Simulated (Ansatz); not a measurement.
Isolated molecules relaxed with PBE0-D4/def2-TZVP in Ansatz; ΔE leaves out vibrations. CBS: MP2 limit from def2 TZ/QZ plus the TZ coupled-cluster correction, frozen cores. DFT in def2-TZVPP. HSE06 is defined as in plane-wave codes. For Ga outer-core shells are correlated without core-valence functions, which leaves a few kJ/mol of doubt a bond. Scalar relativity is left out up to krypton. Each species was taken in one conformer, which may not be the lowest.

Reaction (redistribution): `[SiH3]P[NH][GaH2]` + `[AlH2][SiH2][SiH3]` → `[SiH3][SiH2][GaH2]` + `[AlH2][NH]P[SiH3]`

```
             level  ΔE (kJ/mol)  difference from CCSD(T)/CBS
          HSE06-D4        -53.8                         -0.3
      CAM-B3LYP-D4        -59.0                         -5.5
          PBE-QIDH        -55.3                         -1.8
              PBE0        -55.4                         -1.9
           r2SCAN0        -58.8                         -5.3
         CAM-B3LYP        -60.6                         -7.1
       HF/def2-SVP        -58.5                         -5.0
      MP2/def2-SVP        -52.3                          1.2
SCS-MP2/def2-TZVPP        -56.5                         -3.0
   CCSD/def2-TZVPP        -55.4                         -1.9
       CCSD(T)/CBS        -53.5                            0
```

**Question.** What do rigid-rotor, harmonic-oscillator terms from PBE0-D4/def2-TZVP frequencies (298.15 K, 1 bar) make of the CCSD(T)/CBS value? (An estimate is asked.)

**Answer.** Computed: ΔZPE = +0.5 kJ/mol, ΔH = -53.2 kJ/mol, ΔS = -1 J/(mol·K), ΔG = -52.8 kJ/mol.

Largest T1 diagnostic among the species: 0.015.

In def2-TZVPP, CCSD(T) changes the Hartree–Fock value by +7.4 kJ/mol (the triples alone add +1.6 kJ/mol) and MP2 by +4.8 kJ/mol. At CCSD(T), def2-SVP lies +3.8 kJ/mol from the extrapolated value and def2-TZVPP −0.3 kJ/mol.

CCSD(T)/CBS has its own doubt, a few kJ/mol and more with outer-core shells, so smaller differences from it don't rank the levels.
